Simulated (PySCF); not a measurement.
W(NH)(S)(Cl)(OH) (ClH2NOSW), SMILES [NH]=[W]([OH])(=[S])[Cl], multiplicity 1.

Geometry optimised at B3LYP-D3(BJ)/def2-SVP. The multiplicity is an assumed one; no other spin state was optimised. The structure was generated by enumeration; whether it is a known compound was not checked. The def2 effective core potentials stand for the cores of W; spin–orbit coupling is left out. One conformer was computed; it need not be the lowest.

Two levels are set side by side: PBE/def2-TZVP (PySCF) and ωB97X/def2-TZVP (PySCF). Same geometry, gas phase. Differences are taken from unrounded values.

```tsv
quantity	ωB97X
orbital gap (eV)	9.30
highest occupied level (eV)	-9.78
lowest empty level (eV)	-0.48
dipole moment (D)	3.46
mean polarisability (bohr³)	82.2
```

Q: What does PBE give, and how far is it from ωB97X? (The exact figures need the calculation; the answer reports its results.)

A: 
```
quantity                       PBE  PBE minus ωB97X
---------------------------  -----  ---------------
orbital gap (eV)              3.23            -6.07
highest occupied level (eV)  -6.36             3.42
lowest empty level (eV)      -3.13            -2.66
dipole moment (D)             3.26            -0.20
mean polarisability (bohr³)   84.9              2.7
```

PBE's occupied levels lie high since its potential decays too fast outside the molecule; exact exchange lowers them and widens the gap. PBE's more diffuse valence density responds more strongly to a field. Differences between two approximate levels are no errors against the true value.

Rough cost on one machine, each run with all the roots and properties that it gave: ωB97X against PBE within a factor of 2.
